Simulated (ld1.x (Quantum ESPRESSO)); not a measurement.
## How hard is this phosphorus (P) PAW potential?

* Element: phosphorus
* Generator: ld1.x (Quantum ESPRESSO) 7.5
* Type: PAW
* Functional: PBE
* Relativity: non-relativistic
* Frozen core: [Ne]
* Valence charge: 5
* Reference configuration: 3s2 3p3
* Partial waves: 3s (bound): rcut 1.25, rcutus 1.40 bohr; 3s channel at 2 Ry: rcut 1.25, rcutus 1.40 bohr; 3p (bound): rcut 1.45, rcutus 1.70 bohr; 3p channel at 1.7 Ry: rcut 1.45, rcutus 1.70 bohr
* Local potential: all-electron potential smoothed inside 1.25 bohr (lloc = -1)
* Core correction: Bessel-smoothed model core inside 1.25 bohr
* Augmentation charge: PSQ, inside the norm-conserving radii

The pseudo-atom Hamiltonian at the reference potential is diagonalised in spherical Bessel functions j_l(qr) that vanish at 20 bohr, with q² up to the cutoff. All-electron valence levels (Ry): 3s -1.0213, 3p -0.4055.

**Question.** How do the lowest levels (Ry) of each channel move with the cutoff, and are there ghosts?

**Answer.**

```csv
cutoff (Ry),s #1,p #1,p #2,d #1,f #1,f #2,Σ f·Δε (mRy)
8,-0.9741,-0.3950,0.0278,0.0642,0.1144,0.2425,126.1
10,-0.9917,-0.4010,0.0276,0.0642,0.1144,0.2425,72.8
12,-1.0052,-0.4035,0.0274,0.0641,0.1144,0.2425,38.3
15,-1.0139,-0.4048,0.0274,0.0641,0.1144,0.2425,17.1
21,-1.0207,-0.4053,0.0274,0.0641,0.1144,0.2425,1.9
25,-1.0210,-0.4055,0.0273,0.0640,0.1144,0.2425,1.0
30,-1.0210,-0.4055,0.0273,0.0640,0.1144,0.2425,0.8
35,-1.0211,-0.4055,0.0273,0.0640,0.1144,0.2425,0.5
400,-1.0213,-0.4056,0.0273,0.0640,0.1144,0.2425,0.0
```

Result: no extra level below or beside the all-electron valence levels (s, p, d, f tested); 10 mRy is reached at 18 Ry and 1 mRy at 25 Ry.
